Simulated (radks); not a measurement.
Values are calculated unless marked as measured or tabulated.
Ti II, 21 electrons, occupied as [Ar] 3d2 4s1 (the NIST ground configuration). Level of theory: Dirac Kohn-Sham, LDA (Slater exchange, Perdew-Wang correlation), spin-unpolarised, spherical densities, point nucleus; open shells fill j = l - 1/2 first (a radial shooting solver on a logarithmic mesh with Libxc functionals).

Spin-orbit splittings of the eigenvalues, e(l+1/2) - e(l-1/2), with zeta = 2 splitting/(2l+1) and mean radii in bohr:

| shell | occ. | splitting (eV) | zeta (eV) | <r> j=l-1/2 | <r> j=l+1/2 |
|---|---|---|---|---|---|
| 2p | 6 | 5.758 | 3.838 | 0.2885 | 0.2912 |
| 3p | 6 | ? | ? | 1.082 | 1.090 |
| 3d | 2 | 0.04904 | 0.01962 | 1.516 | 1.521 |

Estimate the 3p splitting.

Answer. 0.6651 eV (zeta = 0.4434 eV).
